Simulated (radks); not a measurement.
Trend from Lu2+ to Hg2+: ionisation energy by Delta-SCF between NIST ground configurations, and size. Calculated with a radial shooting solver on a logarithmic mesh with Libxc functionals: Dirac Kohn-Sham, LDA (Slater exchange, Perdew-Wang correlation), spin-unpolarised, spherical densities, point nucleus; open shells fill j = l - 1/2 first.

species,configuration,IE (eV),NIST (eV),kind,-e(HOMO) (eV),outermost,<r> outermost (bohr)
Lu2+,[Xe] 4f14 6s1,21.293,20.959,exp.,17.914 (6s1/2),6s1/2,3.03
Hf2+,[Xe] 4f14 5d2,22.367,22.55,theory,17.213 (5d3/2),5d3/2,2.08
Ta2+,[Xe] 4f14 5d3,24.189,23,theory,18.826 (5d3/2),5d3/2,1.96
W2+,[Xe] 4f14 5d4,25.970,26.0,semi-emp.,20.395 (5d3/2),5d3/2,1.85
Re2+,[Xe] 4f14 5d5,26.739,27,theory,21.080 (5d5/2),5d5/2,1.82
Os2+,[Xe] 4f14 5d6,28.431,25,theory,22.563 (5d5/2),5d5/2,1.73
Ir2+,[Xe] 4f14 5d7,30.097,28,theory,24.022 (5d5/2),5d5/2,1.65
Pt2+,[Xe] 4f14 5d8,31.742,29,theory,25.463 (5d5/2),5d5/2,1.58
Au2+,[Xe] 4f14 5d9,33.371,30,theory,26.891 (5d5/2),5d5/2,1.52
Hg2+,[Xe] 4f14 5d10,34.988,34.49,exp.,28.310 (5d5/2),5d5/2,1.47

Reference values: NIST Atomic Spectra Database (exp. = measured, semi-emp. = semi-empirical, theory = theoretical value adopted there). Spin polarisation and multiplet splitting are left out, so open shells lie too high by an amount that depends on their filling.

Beside tabulated values, note that spin-unpolarised runs miss the spin-polarisation part of the exchange energy of open shells.
